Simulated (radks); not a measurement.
Effect of the nuclear size on the palladium ion Pd3+, [Kr] 4d7. Method: Dirac Kohn-Sham, exchange-only LDA, spin-unpolarised, spherical densities, finite nucleus; open shells fill j = l - 1/2 first; Fermi nuclear charge, rms radius 4.5318 fm; computed with a radial shooting solver on a logarithmic mesh with Libxc functionals. The rms radius is varied about that value; shifts are against it.

[
 {"rms radius (fm)": "3.7886", "total energy shift (eV)": "-0.754", "density at nucleus (e/bohr^3)": "1.353e+05", "1s1/2 shift (meV)": "-318", "2s1/2 shift (meV)": "-35.2", "4s1/2 shift (meV)": "-1.24", "4p1/2 shift (meV)": "0.059", "5s1/2 (empty) shift (meV)": "-0.189"},
 {"rms radius (fm)": "4.1013", "total energy shift (eV)": "-0.451", "density at nucleus (e/bohr^3)": "1.339e+05", "1s1/2 shift (meV)": "-190", "2s1/2 shift (meV)": "-21.1", "4s1/2 shift (meV)": "-0.742", "4p1/2 shift (meV)": "0.035", "5s1/2 (empty) shift (meV)": "-0.113"},
 {"rms radius (fm)": "4.5318", "total energy shift (eV)": "0", "density at nucleus (e/bohr^3)": "1.322e+05", "1s1/2 shift (meV)": "0.000", "2s1/2 shift (meV)": "0.000", "4s1/2 shift (meV)": "0.000", "4p1/2 shift (meV)": "0.000", "5s1/2 (empty) shift (meV)": "0.000"},
 {"rms radius (fm)": "4.8128", "total energy shift (eV)": "0.316", "density at nucleus (e/bohr^3)": "1.312e+05", "1s1/2 shift (meV)": "133", "2s1/2 shift (meV)": "14.7", "4s1/2 shift (meV)": "0.519", "4p1/2 shift (meV)": "-0.025", "5s1/2 (empty) shift (meV)": "0.079"},
 {"rms radius (fm)": "5.4608", "total energy shift (eV)": "1.11", "density at nucleus (e/bohr^3)": "1.291e+05", "1s1/2 shift (meV)": "466", "2s1/2 shift (meV)": "51.6", "4s1/2 shift (meV)": "1.82", "4p1/2 shift (meV)": "-0.086", "5s1/2 (empty) shift (meV)": "0.277"}
]

Slopes of the eigenvalues against <r^2> in GHz/fm^2, as finite differences over the two radii next to the reference (eigenvalue slopes, not the field-shift constants of lines): 1s1/2 12300, 2s1/2 1360, 4s1/2 48.0, 4p1/2 -2.28, 5s1/2 (empty) 7.33.
